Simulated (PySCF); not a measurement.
PySCF input file for 1-bromo-3-fluoropropa-1,2-diene (C3H2BrF), SMILES FC=C=CBr, PBE-D3(BJ)/def2-SVP. Coordinates come from a PBE-D3(BJ)/def2-SVP optimisation.

```python
import numpy as np
from pyscf import gto, scf, dft, df
from pyscf.hessian import thermo

mol = gto.M(
    atom='''
    F    -3.18949742    0.37652110   -0.94880326
    C    -2.42926088   -0.43608712   -0.19304597
    C    -1.12865813   -0.58569806   -0.36404067
    C     0.16462489   -0.76736497   -0.48641441
    Br    1.46999161    0.28138708    0.43863371
    H    -3.01246047   -0.97006269    0.57861725
    H     0.62799570   -1.53227399   -1.13056162
    ''',
    basis='def2-SVP',
    charge=0,
    spin=0,
    max_memory=1600,
    verbose=3,
)
mf = dft.RKS(mol, xc='pbe').density_fit(auxbasis='def2-universal-jkfit')
mf.disp = 'd3bj'
mf.grids.level = 3
mf.conv_tol = 1e-11
mf.max_cycle = 100
mf.kernel()

# [left out here: the lines that compute and print the analytic Hessian (its translational invariance restored by hand, since the grid's response is missing), thermochemistry and intensities]
```

Output:

```
converged SCF energy = -2788.34597767897

WARN: DFTD3 does not support analytical Hessian, using finite difference


WARN: Mole.unit (angstrom) is changed to Bohr

Mode                                 0                   1                   2
Irrep
Freq [cm^-1]                       97.9114            176.8365            293.8094
Reduced mass [au]                  15.0038              3.8198              5.9442
Force const [Dyne/A]                0.0847              0.0704              0.3023
Char temp [K]                     140.8727            254.4284            422.7263
Normal mode                   x     y     z       x     y     z       x     y     z
       0   F                -0.12 -0.08 -0.05   -0.07 -0.04  0.03    0.06 -0.07 -0.05
       1   C                -0.05  0.01 -0.02    0.08  0.10  0.02    0.05  0.07  0.11
       2   C                -0.03  0.12  0.01    0.05  0.05 -0.15    0.03  0.05  0.07
       3   C                -0.04  0.08  0.02    0.05 -0.07 -0.00    0.01  0.09 -0.11
       4  Br                 0.05 -0.01  0.01   -0.01 -0.00  0.01   -0.03 -0.02 -0.00
       5   H                -0.02 -0.03 -0.02    0.22  0.20  0.19    0.05  0.17  0.18
       6   H                -0.08  0.06  0.01    0.08 -0.20  0.17   -0.03  0.12 -0.17
Mode                                 3                   4                   5
Irrep
Freq [cm^-1]                      402.0844            599.1224            650.4403
Reduced mass [au]                   6.1297              7.9252              6.2938
Force const [Dyne/A]                0.5839              1.6761              1.5688
Char temp [K]                     578.5100            862.0037            935.8388
Normal mode                   x     y     z       x     y     z       x     y     z
       0   F                -0.03 -0.00 -0.03    0.11 -0.03  0.02    0.03 -0.01  0.00
       1   C                -0.05  0.05  0.06   -0.04 -0.06  0.06   -0.03 -0.03  0.01
       2   C                -0.08 -0.18 -0.07   -0.07  0.07 -0.16   -0.01  0.11  0.03
       3   C                -0.05  0.01 -0.09   -0.08  0.06  0.06   -0.08 -0.18 -0.14
       4  Br                 0.03  0.01  0.02    0.00 -0.00 -0.00    0.01  0.02  0.02
       5   H                -0.07  0.23  0.18    0.00 -0.02  0.12   -0.04 -0.06 -0.01
       6   H                 0.05  0.05 -0.06   -0.06 -0.04  0.19   -0.14 -0.20 -0.16
Mode                                 6                   7                   8
Irrep
Freq [cm^-1]                      747.9935            829.8907           1015.6425
Reduced mass [au]                   1.5476              1.2763              4.2161
Force const [Dyne/A]                0.5102              0.5179              2.5624
Char temp [K]                    1076.1961           1194.0280           1461.2834
Normal mode                   x     y     z       x     y     z       x     y     z
       0   F                -0.00  0.02  0.02   -0.00 -0.01 -0.01    0.05 -0.06  0.06
       1   C                -0.02 -0.08 -0.07    0.02  0.09  0.08    0.07  0.10 -0.14
       2   C                 0.01 -0.00  0.06   -0.01 -0.03 -0.01   -0.03 -0.05  0.03
       3   C                 0.01  0.08 -0.10   -0.00  0.03 -0.05   -0.12  0.02  0.01
       4  Br                -0.00 -0.00  0.00    0.00  0.00  0.00    0.00  0.00  0.00
       5   H                 0.05  0.27  0.22   -0.13 -0.55 -0.47    0.25  0.02 -0.07
       6   H                -0.02 -0.46  0.53   -0.01 -0.31  0.35   -0.32 -0.03 -0.06
Mode                                 9                  10                  11
Irrep
Freq [cm^-1]                     1136.6064           1218.4793           1383.3333
Reduced mass [au]                   1.3482              1.3381              3.0924
Force const [Dyne/A]                1.0262              1.1705              3.4866
Char temp [K]                    1635.3235           1753.1205           1990.3087
Normal mode                   x     y     z       x     y     z       x     y     z
       0   F                -0.03  0.05 -0.04    0.02 -0.05  0.05   -0.04  0.02 -0.01
       1   C                 0.05 -0.06  0.06   -0.05  0.03 -0.03    0.18 -0.07  0.04
       2   C                 0.02 -0.03 -0.03    0.02  0.01 -0.03    0.03  0.00 -0.01
       3   C                 0.03  0.03  0.03    0.09  0.01  0.01   -0.14  0.01  0.00
       4  Br                 0.00  0.00  0.00   -0.00  0.00  0.00    0.00  0.00  0.00
       5   H                 0.16 -0.11  0.11   -0.64  0.36 -0.24   -0.38  0.25 -0.20
       6   H                -0.75 -0.25 -0.22   -0.30 -0.14 -0.12    0.07  0.09  0.09
Mode                                12                  13                  14
Irrep
Freq [cm^-1]                     2016.2989           3097.0962           3118.1440
Reduced mass [au]                  10.0202              1.0921              1.0952
Force const [Dyne/A]               24.0015              6.1720              6.2737
Char temp [K]                    2901.0052           4456.0318           4486.3150
Normal mode                   x     y     z       x     y     z       x     y     z
       0   F                 0.00 -0.00  0.00   -0.00  0.00 -0.00   -0.00  0.00 -0.00
       1   C                -0.12  0.02  0.01    0.05  0.04 -0.06    0.00  0.00 -0.00
       2   C                 0.23 -0.03 -0.03   -0.01  0.00  0.00    0.01 -0.00 -0.00
       3   C                -0.11  0.01  0.01    0.00 -0.00 -0.00   -0.04  0.06  0.05
       4  Br                -0.00 -0.00 -0.00    0.00  0.00  0.00    0.00 -0.00 -0.00
       5   H                -0.03 -0.05  0.07   -0.51 -0.46  0.66   -0.01 -0.01  0.01
       6   H                -0.06  0.06  0.05   -0.01  0.01  0.01    0.41 -0.66 -0.55
temperature 298.1500 [K]
pressure 101325.00 [Pa]
Rotational constants [GHz] 15.56948 1.00938 0.97755
Symmetry number 1
Zero-point energy (ZPE) 0.03824 [Eh]   100388.755 [J/mol]
                           tot       elec      trans        rot        vib
Entropy [J/mol/K]       325.594      0.000    170.102    114.805     40.687
Cv [J/mol/K]             71.817      0.000     12.472     12.472     46.874
Cp [J/mol/K]             80.132      0.000     20.786     12.472     46.874
Internal energy [J/mol]                      3718.434   3718.434 107246.197
Internal energy [Eh]   -2788.30230  -2788.34598
Enthalpy [J/mol]                             6197.391   3718.434 107246.197
Enthalpy [Eh]          -2788.30135
Gibbs free energy [J/mol]                  -44518.483 -30510.636  95115.383
Gibbs free energy [Eh] -2788.33833
mode   freq/cm-1   IR/(km/mol)
   1       97.91         0.022
   2      176.84         3.177
   3      293.81         1.798
   4      402.08         7.782
   5      599.12        17.364
   6      650.44        82.401
   7      747.99        17.176
   8      829.89        18.687
   9     1015.64       101.516
  10     1136.61       112.109
  11     1218.48        21.909
  12     1383.33        60.137
  13     2016.30       215.833
  14     3097.10         4.086
  15     3118.14         1.452
max |gradient| / (hartree/bohr): 0.0002506099530969752
APT charges: [-0.5443  0.7314 -0.418   0.4399 -0.283   0.0357  0.0384]
```

The run converged.
